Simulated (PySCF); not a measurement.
SeFCl, SMILES Cl[Se]F. Heavy atoms are numbered as in [Se:1]([F:2])[Cl:3].

The structure is a stationary point at r2SCAN-D4/def2-TZVP.

All values below come from PySCF with PBE0/pcSseg-2.

GIAO shieldings, no solvent; atoms alike by connectivity are averaged. δ = σ(ref) − σ: ⁷⁷Se against Me2Se (σ = 1739.2 ppm); ¹⁹F against CFCl3 (σ = 165.8 ppm); ³⁵Cl against HCl (σ = 943.3 ppm), references at their B3LYP-D3(BJ)/def2-TZVP geometries, non-relativistic (without spin–orbit terms, shifts of atoms bonded to Cl or Br come out too high).

```
nucleus  atoms  count  δ (ppm)
-------  -----  -----  -------
⁷⁷Se       Se1      1   2857.0
¹⁹F         F2      1   -335.4
³⁵Cl       Cl3      1    260.9
```
